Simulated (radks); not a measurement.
Initial-state core-level shifts of the silicon ion Si+ when its valence configuration changes from [Ne] 3s2 3p1. All-electron calculation, non-relativistic Kohn-Sham, r2SCAN, spin-polarised, spherical densities, point nucleus; open shells are filled with parallel spins first; meta-GGA in the generalised Kohn-Sham scheme. Program: a radial shooting solver on a logarithmic mesh with Libxc functionals. Shifts are changes of the shell-averaged eigenvalues in eV (positive: less bound); the change of the density at the nucleus, which sets a Mossbauer isomer shift, is in e/bohr^3, on a base of 1768.

\begin{tabular}{lrrrr}
valence & 1s & 2s & 2p & density at nucleus \\ \hline
3s1 3p2 & -0.876 & -0.923 & -0.892 & -4.6962 \\
3p3 & -2.575 & -2.547 & -2.510 & -9.6289 \\
3s1.5 3p1.5 & -0.578 & -0.582 & -0.573 & -2.3698 \\
\end{tabular}
